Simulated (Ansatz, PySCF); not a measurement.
The PySCF input:
```python
from pyscf import gto, scf, dft

mol = gto.Mole()
mol.atom = '''
    C     1.42745564   -0.35252996    0.80410118
    Se    0.01857231    0.17766848   -0.43947715
    C    -1.49174355   -0.26246801    0.71714532
    H     1.32047632   -1.40944573    1.03668694
    H     2.38153568   -0.17314924    0.31701118
    H     1.35160354    0.24752203    1.70786870
    H    -1.46408325   -1.32353763    0.95374167
    H    -2.40230747   -0.02556005    0.17451211
    H    -1.43295603    0.33343014    1.62492343
'''
mol.basis = 'def2-tzvp'
mol.verbose = 4
mol.build()

mf = dft.RKS(mol)
mf.xc = 'bhandhlyp'
mf.grids.atom_grid = (99, 590)
mf.grids.prune = None
mf.kernel()
```

Task: Write the same job for Ansatz (an electronic-structure program).

Result: One answer among several that fit: 
Ansatz 0.2 input:
```yaml
crystal:
  periodic: [false, false, false]
  atoms:
    - {symbol: C, position_ang: [1.42745564, -0.35252996, 0.80410118]}
    - {symbol: Se, position_ang: [0.01857231, 0.17766848, -0.43947715]}
    - {symbol: C, position_ang: [-1.49174355, -0.26246801, 0.71714532]}
    - {symbol: H, position_ang: [1.32047632, -1.40944573, 1.03668694]}
    - {symbol: H, position_ang: [2.38153568, -0.17314924, 0.31701118]}
    - {symbol: H, position_ang: [1.35160354, 0.24752203, 1.70786870]}
    - {symbol: H, position_ang: [-1.46408325, -1.32353763, 0.95374167]}
    - {symbol: H, position_ang: [-2.40230747, -0.02556005, 0.17451211]}
    - {symbol: H, position_ang: [-1.43295603, 0.33343014, 1.62492343]}
basis:
  gaussian:
    orbitals: def2-TZVP
hamiltonian:
  xc: {name: BHLYP}
accuracy: high
```

Both were run: PySCF gave -2481.334142 Eh and Ansatz -2481.334142 Eh, 0.000 mEh apart.
